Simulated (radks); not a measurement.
The numbers below are computed, except where a source is named.
Problem. Coherent X-ray form factor from a spherical all-electron density. Code: a radial shooting solver on a logarithmic mesh with Libxc functionals. Model: Dirac Kohn-Sham, PBEsol, spin-unpolarised, spherical densities, point nucleus.

| sin(theta)/lambda (1/angstrom) | f0 (electrons) |
|---|---|
| 0.05 | 77.318 |
| 0.1 | 75.376 |
| 0.15 | 72.447 |
| 0.2 | 68.888 |
| 0.25 | 65.046 |
| 0.3 | 61.198 |
| 0.4 | 54.122 |
| 0.5 | 48.215 |
| 0.6 | 43.362 |
| 0.8 | 35.721 |
| 1 | 29.688 |
| 1.25 | 23.812 |
| 1.5 | 19.679 |
| 2 | 15.140 |

The species is in the configuration that NIST lists as its ground one. Which atom or ion scatters so?

Solution. The thallium ion Tl3+, [Xe] 4f14 5d10. Extrapolating in s^2 from the first two rows gives f0(0) = 78.0, near the electron count 78; among species with that count, the fall with angle is slower the higher Z, and the table is that of Z = 81; from so few rows the species is fixed only to a neighbour or two.
